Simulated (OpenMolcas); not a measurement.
A calculation on Te VI.

```json
{"Program": "OpenMolcas 26.06", "Method": "CASSCF", "Basis": "ANO-RCC-VTZP [7s6p4d2f1g]", "Scalar Hamiltonian": "DKH2, point nucleus", "Active space": "1 electron in 4 orbitals (5s 5p)", "State averaging": "2S+1 = 2 even, 1 root; 2S+1 = 2 odd, 3 roots", "Spin-orbit coupling": "state interaction with AMFI integrals over the reference wave functions, term energies averaged over their components"}
```

(1) Which level of the active space comes out lowest?

(2) How high does 5p ²P°_1/2 lie?

(3) How high does 5p ²P°_3/2 lie?

Measured values: the list in Rauch et al., Astron. Astrophys. 606, A105 (2017).

Answers

(1) 5s ²S_1/2, with 100 % of that term; it is also the measured ground level.

(2) 91623 cm⁻¹ above the lowest level; measured 93335 cm⁻¹ above the ground level, so the calculation is off by -2 %.

(3) 102425 cm⁻¹ above the lowest level; measured 105150 cm⁻¹ above the ground level, so the calculation is off by -3 %.

With one active electron the reference holds no correlation, so core polarisation is missing. Computed and measured levels are paired by configuration, term and J; levels that our copy of the source lacks, or whose pairing is in doubt (as where it misses far off the trend of its configuration), stay unpaired and out of the deviations. Only configurations of the active space appear.

° marks odd parity.
